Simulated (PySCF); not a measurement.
C2H7ClSi, SMILES CC[SiH2]Cl.

Geometry: B3LYP-D3(BJ)/def2-SVP. One conformer was computed; it need not be the lowest.

These are B3LYP-D3(BJ)/def2-SVP in PySCF values and carry that method's errors.

Frequencies are harmonic and unscaled.

Computed vibrational spectrum:
```json
[
 {"mode": "1", "ν (cm⁻¹)": "88", "IR (km/mol)": "0.4", "Raman (Å⁴/amu)": "0.5", "depolarisation": "0.75", "moving atoms (share of kinetic energy)": "H 37 %, C 33 %, Cl 19 %, Si 11 %"},
 {"mode": "2", "ν (cm⁻¹)": "153", "IR (km/mol)": "1.5", "Raman (Å⁴/amu)": "1.4", "depolarisation": "0.74", "moving atoms (share of kinetic energy)": "H 44 %, C 25 %, Cl 23 %, Si 9 %"},
 {"mode": "3", "ν (cm⁻¹)": "227", "IR (km/mol)": "0.1", "Raman (Å⁴/amu)": "0.2", "depolarisation": "0.29", "moving atoms (share of kinetic energy)": "H 75 %, C 21 %"},
 {"mode": "4", "ν (cm⁻¹)": "294", "IR (km/mol)": "1.9", "Raman (Å⁴/amu)": "1.1", "depolarisation": "0.74", "moving atoms (share of kinetic energy)": "H 44 %, C 33 %, Si 17 %"},
 {"mode": "5", "ν (cm⁻¹)": "517", "IR (km/mol)": "49.1", "Raman (Å⁴/amu)": "8.3", "depolarisation": "0.14", "moving atoms (share of kinetic energy)": "Cl 44 %, Si 42 %, H 8 %"},
 {"mode": "6", "ν (cm⁻¹)": "559", "IR (km/mol)": "25.5", "Raman (Å⁴/amu)": "5.1", "depolarisation": "0.42", "moving atoms (share of kinetic energy)": "H 68 %, Si 22 %, C 9 %"},
 {"mode": "7", "ν (cm⁻¹)": "651", "IR (km/mol)": "10.2", "Raman (Å⁴/amu)": "11.9", "depolarisation": "0.46", "moving atoms (share of kinetic energy)": "H 42 %, C 36 %, Si 20 %"},
 {"mode": "8", "ν (cm⁻¹)": "684", "IR (km/mol)": "16.0", "Raman (Å⁴/amu)": "11.0", "depolarisation": "0.69", "moving atoms (share of kinetic energy)": "H 86 %"},
 {"mode": "9", "ν (cm⁻¹)": "743", "IR (km/mol)": "21.2", "Raman (Å⁴/amu)": "8.3", "depolarisation": "0.60", "moving atoms (share of kinetic energy)": "H 77 %, C 16 %"},
 {"mode": "10", "ν (cm⁻¹)": "868", "IR (km/mol)": "210.0", "Raman (Å⁴/amu)": "7.8", "depolarisation": "0.63", "moving atoms (share of kinetic energy)": "H 88 %, Si 10 %"},
 {"mode": "11", "ν (cm⁻¹)": "958", "IR (km/mol)": "100.5", "Raman (Å⁴/amu)": "16.6", "depolarisation": "0.74", "moving atoms (share of kinetic energy)": "H 95 %"},
 {"mode": "12", "ν (cm⁻¹)": "978", "IR (km/mol)": "23.9", "Raman (Å⁴/amu)": "4.9", "depolarisation": "0.68", "moving atoms (share of kinetic energy)": "H 73 %, C 25 %"},
 {"mode": "13", "ν (cm⁻¹)": "993", "IR (km/mol)": "50.9", "Raman (Å⁴/amu)": "4.1", "depolarisation": "0.68", "moving atoms (share of kinetic energy)": "H 81 %, C 16 %"},
 {"mode": "14", "ν (cm⁻¹)": "1050", "IR (km/mol)": "13.4", "Raman (Å⁴/amu)": "5.3", "depolarisation": "0.59", "moving atoms (share of kinetic energy)": "C 62 %, H 38 %"},
 {"mode": "15", "ν (cm⁻¹)": "1247", "IR (km/mol)": "3.4", "Raman (Å⁴/amu)": "3.3", "depolarisation": "0.73", "moving atoms (share of kinetic energy)": "H 78 %, C 22 %"},
 {"mode": "16", "ν (cm⁻¹)": "1263", "IR (km/mol)": "0.8", "Raman (Å⁴/amu)": "2.5", "depolarisation": "0.18", "moving atoms (share of kinetic energy)": "H 63 %, C 37 %"},
 {"mode": "17", "ν (cm⁻¹)": "1398", "IR (km/mol)": "1.1", "Raman (Å⁴/amu)": "3.1", "depolarisation": "0.75", "moving atoms (share of kinetic energy)": "H 82 %, C 18 %"},
 {"mode": "18", "ν (cm⁻¹)": "1427", "IR (km/mol)": "4.5", "Raman (Å⁴/amu)": "12.6", "depolarisation": "0.75", "moving atoms (share of kinetic energy)": "H 91 %, C 9 %"},
 {"mode": "19", "ν (cm⁻¹)": "1477", "IR (km/mol)": "5.0", "Raman (Å⁴/amu)": "16.1", "depolarisation": "0.74", "moving atoms (share of kinetic energy)": "H 97 %"},
 {"mode": "20", "ν (cm⁻¹)": "1480", "IR (km/mol)": "6.4", "Raman (Å⁴/amu)": "14.3", "depolarisation": "0.75", "moving atoms (share of kinetic energy)": "H 97 %"},
 {"mode": "21", "ν (cm⁻¹)": "2231", "IR (km/mol)": "101.1", "Raman (Å⁴/amu)": "166.4", "depolarisation": "0.09", "moving atoms (share of kinetic energy)": "H 98 %"},
 {"mode": "22", "ν (cm⁻¹)": "2237", "IR (km/mol)": "132.0", "Raman (Å⁴/amu)": "110.1", "depolarisation": "0.48", "moving atoms (share of kinetic energy)": "H 96 %"},
 {"mode": "23", "ν (cm⁻¹)": "3020", "IR (km/mol)": "13.1", "Raman (Å⁴/amu)": "112.9", "depolarisation": "0.15", "moving atoms (share of kinetic energy)": "H 94 %"},
 {"mode": "24", "ν (cm⁻¹)": "3028", "IR (km/mol)": "26.2", "Raman (Å⁴/amu)": "141.8", "depolarisation": "0.02", "moving atoms (share of kinetic energy)": "H 97 %"},
 {"mode": "25", "ν (cm⁻¹)": "3070", "IR (km/mol)": "4.3", "Raman (Å⁴/amu)": "104.7", "depolarisation": "0.74", "moving atoms (share of kinetic energy)": "H 91 %, C 9 %"},
 {"mode": "26", "ν (cm⁻¹)": "3106", "IR (km/mol)": "23.0", "Raman (Å⁴/amu)": "84.2", "depolarisation": "0.65", "moving atoms (share of kinetic energy)": "H 91 %, C 9 %"},
 {"mode": "27", "ν (cm⁻¹)": "3116", "IR (km/mol)": "16.9", "Raman (Å⁴/amu)": "43.8", "depolarisation": "0.72", "moving atoms (share of kinetic energy)": "H 91 %, C 9 %"}
]
```
